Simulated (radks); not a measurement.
Question: The lead ion Pb3+, [Xe] 4f14 5d10 6s1. Calculated with a radial shooting solver on a logarithmic mesh with Libxc functionals: non-relativistic Kohn-Sham, exchange-only B88, spin-polarised, spherical densities, point nucleus. Every spin shell is full or empty, so the densities are truly spherical. Functionals are evaluated on that one density, not self-consistently. Rank these orbital-free kinetic functionals by their error against the exact value of the orbitals, and give that value: Thomas-Fermi, TF + vW, TF + vW/9, TF + vW/5, LC94, APBEK, Perdew 92, Thakkar, Pearson, PG1, DePristo-Kress, Ernzerhof.

Answer: Exact: 19522.4 hartree. From best to worst, with 100 (|E| - |E exact|)/|E exact| (equal figures are ties): LC94 +0.03, APBEK +0.05, DePristo-Kress -0.19, Ernzerhof -0.47, Perdew 92 -0.67, TF + vW/9 -0.67, Thakkar -0.78, Pearson -0.83, TF + vW/5 +2.45, Thomas-Fermi -4.58, PG1 +12.29, TF + vW +30.53.
